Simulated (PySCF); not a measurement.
A structure optimised at PBE-D3(BJ)/def2-SVP, used in a PySCF frequency run:

```xyz
12

Si    -1.7033     0.0950     0.1537
F     -2.9974     0.1439    -0.8622
Si     0.3424    -0.1994    -0.9565
B      1.7738    -0.0292     0.5076
O      2.7085    -0.9940     0.7636
O      1.8089     1.0624     1.3344
H     -1.6513     1.4104     0.8940
H     -1.9380    -0.9985     1.1602
H      0.4607     0.9022    -1.9814
H      0.3789    -1.5250    -1.6760
H      2.6426    -1.7472     0.1534
H      1.1279     1.7237     1.1266
```

Task: Write its SMILES and formula.

Result: OB(O)[SiH2][SiH2]F, BFH6O2Si2

Task: What are its rotational constants (standard atomic weights)?

Result: 4.6677, 0.94551, 0.86484 GHz
